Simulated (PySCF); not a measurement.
Job file and geometry (Å, from PBE0-D3(BJ)/def2-SVP) of an NMR shielding run on SMILES [O]=[W]([Cl])([Cl])([Cl])[Cl], Cl4OW, GIAO PBE0/pcSseg-1 W:def2-TZVP NMR shielding, core potentials past Kr, else non-relativistic, gas phase in PySCF; density fitting, a coarse starting grid and PySCF grid level 2 are the driver's defaults:

```
{"job": {"kind": "nmr", "xc": "PBE0", "basis": {"default": "pcSseg-1", "W": "def2-TZVP"}}, "charge": 0, "multiplicity": 1}
W     -0.000057    -0.000357     0.092672
O      0.000140    -0.007682     1.760961
Cl     2.230263     0.004893    -0.463459
Cl    -0.003221     2.232776    -0.452230
Cl    -2.230247    -0.001460    -0.464208
Cl     0.003132    -2.228170    -0.473726
```

Q: What does the program print?

A: 
```
coarse grid: 39384 points
cycle   1  E = -1982.0708341163  dE = -1.923e+01  |g| = 1.545e+00  |ddm| = 7.634e+00
cycle   2  E = -1973.9446391754  dE =  8.126e+00  |g| = 5.991e+00  |ddm| = 4.591e+00
cycle   3  E = -1982.5686038864  dE = -8.624e+00  |g| = 3.603e-01  |ddm| = 3.865e+00
cycle   4  E = -1982.5642153030  dE =  4.389e-03  |g| = 3.877e-01  |ddm| = 5.463e-01
cycle   5  E = -1982.5942730441  dE = -3.006e-02  |g| = 1.018e-01  |ddm| = 3.086e-01
cycle   6  E = -1982.5966441210  dE = -2.371e-03  |g| = 3.602e-02  |ddm| = 9.109e-02
cycle   7  E = -1982.5968897921  dE = -2.457e-04  |g| = 6.243e-03  |ddm| = 2.018e-02
cycle   8  E = -1982.5968981430  dE = -8.351e-06  |g| = 1.090e-03  |ddm| = 5.181e-03
final grid: 73784 points
cycle   9  E = -1982.5969616325  dE =  6.624e-07  |g| = 1.937e-03  |ddm| = 2.460e-03
cycle  10  E = -1982.5969573746  dE =  4.258e-06  |g| = 4.469e-03  |ddm| = 5.462e-03
cycle  11  E = -1982.5969625638  dE = -5.189e-06  |g| = 4.638e-04  |ddm| = 3.905e-03
cycle  12  E = -1982.5969625938  dE = -3.000e-08  |g| = 2.857e-04  |ddm| = 3.918e-04
cycle  13  E = -1982.5969626086  dE = -1.483e-08  |g| = 2.498e-05  |ddm| = 1.431e-04
cycle  14  E = -1982.5969626088  dE = -1.496e-10  |g| = 6.481e-06  |ddm| = 2.695e-05
converged SCF energy = -1982.5969626088

GIAO shielding tensors (ppm)
atom      isotropic    diamagn.    paramagn.     s11        s22        s33       span
  0 W          nan         nan         nan        nan        nan        nan        nan
  1 O     -588.711     388.054    -976.766   -931.271   -930.844     95.980   1027.251
  2 Cl     328.055    1147.188    -819.133    -26.167    456.389    553.942    580.109
  3 Cl     327.889    1147.187    -819.298    -26.886    456.270    554.283    581.169
  4 Cl     327.914    1147.188    -819.274    -26.221    456.621    553.340    579.561
  5 Cl     327.856    1147.188    -819.332    -25.903    456.350    553.122    579.025
```

Q: Turn these shieldings into chemical shifts. δ = σ(ref) − σ, references computed at the same level: 17O (σ = 334.56 ppm) vs H2O; HCl for 35Cl (σ = 943.27 ppm).

A: Averaging equivalent atoms: O 1: 923.3; Cl 2/3/4/5: 615 ppm. No reference was computed at this level for W. Unscaled 17O shifts of doubly bonded oxygen tend to come out too high, by tens of ppm or more. Experimental scales use liquid or dissolved standards, which lie at an offset from isolated H2O (liquid H2O: subtract about 36 ppm).

W is described by an effective core potential, so it has no shielding of its own here; spin–orbit effects on the atoms bonded to it, which can be large, are absent, and the values of these neighbours are rough.

Size and cost of the density-fitted run: 153 basis functions, 13 s wall time on 1 thread of an x86-64 server CPU, shared host.
